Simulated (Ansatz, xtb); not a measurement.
**Relative energy of two isomers of C5H5ClO**

Structure I is `OC1=CC=C(Cl)C1`, a singlet and structure II is `OC1=C(Cl)CC=C1`, a singlet. Both are isolated molecules in the gas phase, relaxed with r2SCAN-D4/def2-SVP; the shapes shown needn't be the lowest conformers.

I (Å):

```tsv
atom	x (Å)	y (Å)	z (Å)
C	0.0582	0.8750	0.7193
C	-0.4530	-0.1598	1.4371
C	0.4979	-1.2709	1.3918
C	1.5738	-0.9079	0.6522
C	1.4020	0.4974	0.1485
Cl	2.9763	-1.8432	0.2867
O	-0.5256	2.0762	0.5264
H	0.0492	2.6271	-0.0199
H	-1.4099	-0.1637	1.9594
H	0.3583	-2.2373	1.8785
H	2.2086	1.1634	0.5079
H	1.4112	0.5406	-0.9567
```

II (Å):

| atom | x (Å) | y (Å) | z (Å) |
| --- | --- | --- | --- |
| C | 0.6244 | 0.6995 | -0.1568 |
| C | -0.2870 | 0.2881 | 0.7680 |
| C | 0.3760 | -0.5673 | 1.7972 |
| C | 1.8059 | -0.5892 | 1.3303 |
| C | 1.9310 | 0.1475 | 0.2006 |
| Cl | -1.9651 | 0.7081 | 0.7352 |
| O | 0.4421 | 1.4753 | -1.2367 |
| H | -0.4983 | 1.7171 | -1.2646 |
| H | 0.2853 | -0.1485 | 2.8178 |
| H | -0.0552 | -1.5857 | 1.8425 |
| H | 2.6014 | -1.1283 | 1.8471 |
| H | 2.8376 | 0.3270 | -0.3806 |

Task: Estimate E(II) − E(I) at the level CCSD(T)/def2-SVP + ΔMP2/def2-TZVPP.

Result: Calculated at CCSD(T)/def2-SVP + ΔMP2/def2-TZVPP: E(II) − E(I) = −0.143 eV, so structure II lies lower.

How the difference moves with the method:

```tsv
level	geometry	E(II) − E(I) (eV)	departure from the last row (eV)	job, with rough time for the two
GFN2-xTB	GFN2-xTB	−0.023	+0.120	optimisation, 0.34 s
HF/STO-3G	GFN2-xTB	−0.095	+0.048	single point, 1.4 s
r2SCAN-D4/def2-SVP//GFN2-xTB	GFN2-xTB	−0.138	+0.004	single point, 9.3 s
r2SCAN-D4/def2-SVP	r2SCAN-D4/def2-SVP	−0.141	+0.002	optimisation, 66 s
HF/def2-SVP	r2SCAN-D4/def2-SVP	−0.158	−0.015	part of the CCSD(T) run
MP2/def2-SVP	r2SCAN-D4/def2-SVP	−0.152	−0.009	part of the CCSD(T) run
CCSD(T)/def2-SVP	r2SCAN-D4/def2-SVP	−0.146	−0.003	single point
CCSD(T)/def2-SVP + ΔMP2/def2-TZVPP	r2SCAN-D4/def2-SVP	−0.143		single point, 2.5 min
```

As drawn, both hold the same kinds of bond in the same numbers.

None of the levels shown reverses the order. The largest departure from CCSD(T)/def2-SVP + ΔMP2/def2-TZVPP is that of GFN2-xTB, 0.120 eV. The last row adds to CCSD(T) the change of the MP2 difference between the two basis sets, here +0.003 eV.

With thermal terms from frequencies at re-optimised GFN2-xTB minima (ideal gas, soft modes damped towards free rotors, one conformer each, 298.15 K, 1 atm): on the last row, ΔE + ΔZPE = −0.138, ΔH = −0.141, ΔG = −0.136 eV.

The correlated steps freeze 11 core orbitals. Codes used: Ansatz 0.2.0, xtb 6.7.1; the last row on 2 threads of Intel(R) Xeon(R) Processor @ 2.50GHz (Skylake/Cascade Lake) on a shared host.
